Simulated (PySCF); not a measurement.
Vertical excitations of a molecule C2H7BClN from TDDFT-PBE/def2-SVPD (PySCF), as energy in eV (oscillator strength): 6.44 (0.002), 6.51 (0.014), 6.59 (0.000), 7.18 (0.130), 7.42 (0.021), 7.49 (0.002), 7.52 (0.023), 7.60 (0.056), 7.61 (0.014), 7.66 (0.003). Lowest triplet (TDA): 5.94 eV. Geometry optimised at PBE-D3(BJ)/def2-SVP. Other conformers were not sampled.

Q: Which structure fits?
A) CCB(N)Cl
B) CNB(C)Cl
C) CN(C)BCl

A: A, CCB(N)Cl
